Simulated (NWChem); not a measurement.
System: CHF, singlet; SMILES [CH]F

Here is an NWChem input.

```
start job
memory heap 200 mb stack 900 mb global 1100 mb
geometry units angstroms noautoz
  C      0.152456     0.712169     0.000000
  F     -0.004342    -0.578964     0.000000
  H     -0.911013     1.083269     0.000000
end
basis spherical
  * library cc-pvtz
end
dft
  xc b3lyp
  iterations 150
  mulliken
end
task dft energy
```

Parts of the log:

```
             Northwest Computational Chemistry Package (NWChem) 7.3.0
             --------------------------------------------------------

 CS  symmetry detected

                             Geometry "geometry" -> ""
                             -------------------------

 Output coordinates in angstroms (scale by  1.889725989 to convert to a.u.)

  No.       Tag          Charge          X              Y              Z
 ---- ---------------- ---------- -------------- -------------- --------------
    1 C                    6.0000     0.13258586     0.70756475     0.00000000
    2 F                    9.0000     0.01627349    -0.58784309     0.00000000
    3 H                    1.0000    -0.94197656     1.04519937     0.00000000

 Effective nuclear repulsion energy (a.u.)      27.3049516050

      Symmetry information
      --------------------

 Group name             Cs
 Group number              2
 Group order               2
 No. of unique centers     3

                                 NWChem DFT Module
                                 -----------------

 Summary of "ao basis" -> "ao basis" (spherical)
 ------------------------------------------------------------------------------
       Tag                 Description            Shells   Functions and Types
 ---------------- ------------------------------  ------  ---------------------
 C                          cc-pvtz                 10       30   4s3p2d1f
 F                          cc-pvtz                 10       30   4s3p2d1f
 H                          cc-pvtz                  6       14   3s2p1d

      Symmetry analysis of basis
      --------------------------

        a'         50
        a"         24

            General Information
            -------------------
          SCF calculation type: DFT
          Wavefunction type:  closed shell.
          No. of atoms     :     3
          No. of electrons :    16
           Alpha electrons :     8
            Beta electrons :     8
          Charge           :     0
          Spin multiplicity:     1
          Use of symmetry is: on ; symmetry adaption is: on
          Maximum number of iterations: 150
          AO basis - number of functions:    74
                     number of shells:    26
          Convergence on energy requested:  1.00D-06
          Convergence on density requested:  1.00D-05
          Convergence on gradient requested:  5.00D-04

              XC Information
              --------------
                         B3LYP Method XC Potential
                     Hartree-Fock (Exact) Exchange  0.200
                        Slater Exchange Functional  0.800 local
                    Becke 1988 Exchange Functional  0.720 non-local
              Lee-Yang-Parr Correlation Functional  0.810
                  VWN I RPA Correlation Functional  0.190 local

             Grid Information
             ----------------
          Grid used for XC integration:  medium
          Radial quadrature: Mura-Knowles
          Angular quadrature: Lebedev.
          Tag              B.-S. Rad. Rad. Pts. Rad. Cut. Ang. Pts.
          ---              ---------- --------- --------- ---------
          C                   0.70       49           7.0       434
          F                   0.50       49           7.0       434
          H                   0.35       45           6.0       434
          Grid pruning is: on
          Number of quadrature shells:   143
          Spatial weights used:  Erf1

      Superposition of Atomic Density Guess
      -------------------------------------

 Sum of atomic energies:        -137.58222213

      Non-variational initial energy
      ------------------------------

 Total energy =    -137.874977
 1-e energy   =    -244.118726
 2-e energy   =      78.938798
 HOMO         =      -0.218843
 LUMO         =      -0.061659

      Symmetry analysis of molecular orbitals - initial
      -------------------------------------------------

  Numbering of irreducible representations:

     1 a'          2 a"

  Orbital symmetries:

     1 a'          2 a'          3 a'          4 a'          5 a'
     6 a"          7 a'          8 a'          9 a"         10 a'
    11 a'         12 a'         13 a"         14 a'         15 a'
    16 a'         17 a"         18 a'

     ---------------------------------------------
      Total Density - Mulliken Population Analysis
     ---------------------------------------------

    Atom       Charge   Shell Charges
 -----------   ------   -------------------------------------------------------
    1 C    6     5.76   1.96  0.98  0.21  0.64  0.49  0.94  0.46  0.02  0.05  0.01
    2 F    9     9.25   1.95  1.08  0.27  0.57  1.59  2.53  1.26  0.00  0.01  0.00
    3 H    1     0.99   0.26  0.53  0.19  0.01  0.01  0.00

   convergence    iter        energy       DeltaE   RMS-Dens  Diis-err
 ---------------- ----- ----------------- --------- --------- ---------
 d= 0,ls=0.0,diis     1   -138.4100730422 -1.66D+02  7.97D-03  5.41D-01
 d= 0,ls=0.0,diis     2   -138.3721145031  3.80D-02  4.94D-03  1.00D+00
 d= 0,ls=0.0,diis     3   -138.4558763033 -8.38D-02  1.38D-03  8.20D-02
 d= 0,ls=0.0,diis     4   -138.4608856765 -5.01D-03  6.81D-04  4.59D-03
 d= 0,ls=0.0,diis     5   -138.4612941194 -4.08D-04  9.43D-05  6.25D-05
  Resetting Diis
 d= 0,ls=0.0,diis     6   -138.4613019040 -7.78D-06  1.06D-05  5.87D-07
 d= 0,ls=0.0,diis     7   -138.4613019842 -8.02D-08  2.19D-06  1.97D-08

         Total DFT energy =     -138.461301984175
      One electron energy =     -244.456597019614
           Coulomb energy =       94.832012040157
    Exchange-Corr. energy =      -16.141668609720
 Nuclear repulsion energy =       27.304951605002

 Numeric. integr. density =       15.999999007878

                  Occupations of the irreducible representations
                  ----------------------------------------------

                     irrep           alpha         beta
                     --------     --------     --------
                     a'                7.0          7.0
                     a"                1.0          1.0

                       DFT Final Molecular Orbital Analysis
                       ------------------------------------

 Vector    6  Occ=2.000000D+00  E=-5.188763D-01  Symmetry=a"
              MO Center=  2.5D-02, -4.4D-01,  1.7D-15, r^2= 6.2D-01
   Bfn.  Coefficient  Atom+Function         Bfn.  Coefficient  Atom+Function
  ----- ------------  ---------------      ----- ------------  ---------------
    40      0.428525  2 F  pz                37      0.367219  2 F  pz
    43      0.301724  2 F  pz                10      0.127824  1 C  pz
     7      0.106197  1 C  pz                13      0.068309  1 C  pz
    20     -0.030517  1 C  d -1

 Vector    7  Occ=2.000000D+00  E=-4.747148D-01  Symmetry=a'
              MO Center= -2.2D-02,  1.3D-01,  7.1D-17, r^2= 1.3D+00
   Bfn.  Coefficient  Atom+Function         Bfn.  Coefficient  Atom+Function
  ----- ------------  ---------------      ----- ------------  ---------------
    38      0.289709  2 F  px                35      0.250712  2 F  px
     2      0.220862  1 C  s                 39     -0.218895  2 F  py
    41      0.213412  2 F  px                 4      0.186691  1 C  s
    36     -0.185535  2 F  py                42     -0.159615  2 F  py
    62      0.159082  3 H  s                  6      0.147158  1 C  py

 Vector    8  Occ=2.000000D+00  E=-2.557022D-01  Symmetry=a'
              MO Center=  2.6D-01,  7.0D-01,  8.8D-17, r^2= 1.3D+00
   Bfn.  Coefficient  Atom+Function         Bfn.  Coefficient  Atom+Function
  ----- ------------  ---------------      ----- ------------  ---------------
     4      0.459843  1 C  s                  8      0.293667  1 C  px
     2      0.258399  1 C  s                  5      0.256543  1 C  px
    62     -0.229445  3 H  s                 38     -0.194874  2 F  px
    41     -0.195783  2 F  px                11      0.193220  1 C  px
    35     -0.171380  2 F  px                63     -0.150284  3 H  s

 Vector    9  Occ=0.000000D+00  E=-1.089226D-01  Symmetry=a"
              MO Center=  8.2D-02,  6.2D-01, -2.8D-13, r^2= 1.4D+00
   Bfn.  Coefficient  Atom+Function         Bfn.  Coefficient  Atom+Function
  ----- ------------  ---------------      ----- ------------  ---------------
    13      0.465695  1 C  pz                10      0.423421  1 C  pz
     7      0.326000  1 C  pz                43     -0.237648  2 F  pz
    40     -0.193224  2 F  pz                37     -0.173592  2 F  pz
    69      0.031224  3 H  pz

 Vector   10  Occ=0.000000D+00  E= 5.847401D-02  Symmetry=a'
              MO Center= -1.2D+00,  1.0D+00,  2.9D-13, r^2= 3.1D+00
   Bfn.  Coefficient  Atom+Function         Bfn.  Coefficient  Atom+Function
  ----- ------------  ---------------      ----- ------------  ---------------
    63      2.267124  3 H  s                  4     -1.400909  1 C  s
    11      0.891341  1 C  px                12     -0.431805  1 C  py
     8      0.299954  1 C  px                62      0.181907  3 H  s
     2     -0.173805  1 C  s                  5      0.159493  1 C  px
    34     -0.159571  2 F  s                  9     -0.150125  1 C  py

 Vector   11  Occ=0.000000D+00  E= 1.159937D-01  Symmetry=a'
              MO Center=  2.0D-02,  6.5D-01,  2.0D-15, r^2= 3.2D+00
   Bfn.  Coefficient  Atom+Function         Bfn.  Coefficient  Atom+Function
  ----- ------------  ---------------      ----- ------------  ---------------
    12     -1.160219  1 C  py                34     -1.127140  2 F  s
     4      1.120877  1 C  s                 63     -0.514258  3 H  s
    42     -0.487555  2 F  py                 9     -0.347078  1 C  py
    39     -0.181255  2 F  py                62      0.180484  3 H  s
     2      0.154373  1 C  s                 32     -0.152008  2 F  s

     ---------------------------------------------
      Total Density - Mulliken Population Analysis
     ---------------------------------------------

    Atom       Charge   Shell Charges
 -----------   ------   -------------------------------------------------------
    1 C    6     6.00   1.95  0.93  0.24  0.64  0.68  1.05  0.41  0.03  0.07  0.01
    2 F    9     9.07   1.94  1.06  0.28  0.59  1.58  2.36  1.24  0.00  0.02  0.00
    3 H    1     0.93   0.28  0.51  0.12  0.01  0.01  0.00

     -------------------------------------------
      Total Density - Lowdin Population Analysis
     -------------------------------------------

    Atom       Charge   Shell Charges
 -----------   ------   -------------------------------------------------------
    1 C    6     6.19   1.60  0.75  0.45  0.50  0.63  1.16  0.64  0.04  0.34  0.09
    2 F    9     8.69   1.59  0.91  0.55  0.52  1.55  2.26  1.27  0.00  0.03  0.00
    3 H    1     1.12   0.27  0.44  0.22  0.02  0.15  0.02

     Multipole analysis of the density
     ---------------------------------

     L   x y z        total         alpha         beta         nuclear
     -   - - -        -----         -----         ----         -------
     0   0 0 0     -0.000000     -8.000000     -8.000000     16.000000

     1   1 0 0     -0.570344     -0.285172     -0.285172     -0.000000
     1   0 1 0     -0.055322     -0.027661     -0.027661     -0.000000
     1   0 0 1     -0.000000     -0.000000     -0.000000      0.000000

     2   2 0 0     -9.094203     -6.324023     -6.324023      3.553842
     2   1 1 0     -1.293908      0.259688      0.259688     -1.813284
     2   1 0 1     -0.000000     -0.000000     -0.000000      0.000000
     2   0 2 0     -9.103702    -17.419047    -17.419047     25.734391
     2   0 1 1      0.000000      0.000000      0.000000      0.000000
     2   0 0 2     -7.711568     -3.855784     -3.855784      0.000000
```

Level: B3LYP/cc-pVTZ. Low-valent species are run as closed-shell singlets; no triplet was tried in these runs. Structure relaxed at the PBE0-D3(BJ)/def2-TZVP level. B3LYP is NWChem's, with the RPA form of VWN correlation.
